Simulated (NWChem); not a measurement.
## Correlation energy of hydronium (H$_{3}$O (+1))

```xyz
4

O      0.0000     0.0774     0.0000
H     -0.4720    -0.2067     0.8177
H     -0.4720    -0.2067    -0.8177
H      0.9443    -0.2062     0.0000
```
Charge +1, spin multiplicity 1.

All runs are NWChem calculations. Structure: optimised with B3LYP/def2-SVP, a minimum by its harmonic frequencies.

Basis set: def2-QZVP. Each correlation energy counts from its own Hartree-Fock reference.

The correlated methods keep 1 core orbital frozen. Coupled-cluster values serve here as a point of comparison, not as the truth.

Problem. One of these methods gave a correlation energy of -276.1 mHa. Which?
(A) MP2
(B) CR-CCSD[T]
(C) CCSD

Solution. A, MP2. The others give -282.2 (CCSD), -289.4 (CR-CCSD[T]).
